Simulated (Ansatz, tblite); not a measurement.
Forces on Ge₃Te₃ at its r2SCAN-D4/def2-SVP geometry. Total charge 0; singlet.

In the def2 sets Te takes a core potential; there is no spin–orbit coupling. The xTB rows come from tblite. The restricted singlet is unstable towards broken spin symmetry in Hartree–Fock (as tested in another run); at PBE-D4/def2-TZVP this wasn't settled. Another isomer (singlet) lies 0.22 eV lower at PBE0-D4/def2-TZVP; other spin states weren't run for this one.

GFN1-xTB (tblite), largest force 1.96 eV/Å:

```xyz
6
positions Å, forces eV/Å
Ge    1.069   -1.631   -0.858   -1.061    1.245    0.452
Ge   -0.428    1.415    1.797    0.791   -0.795   -1.603
Ge    1.379    0.977   -0.014   -1.449   -0.688    0.480
Te    0.605   -1.019    1.760   -0.028    0.535   -0.584
Te   -1.252    1.411   -0.862    0.757   -0.549    0.724
Te   -1.373   -1.153   -1.822    0.990    0.252    0.530
```

GFN2-xTB (tblite), largest force 0.78 eV/Å:

```
Ge -0.279 0.388 0.335
Ge 0.167 -0.409 -0.647
Ge -0.553 -0.220 0.171
Te 0.137 0.272 -0.247
Te 0.418 -0.160 0.315
Te 0.110 0.128 0.072
```

PBE-D4/def2-TZVP (Ansatz), largest force 0.23 eV/Å:

```
Ge 0.069 -0.155 -0.069
Ge -0.121 0.078 0.121
Ge 0.187 0.119 -0.060
Te -0.030 -0.042 0.019
Te -0.047 -0.075 -0.037
Te -0.058 0.077 0.026
```
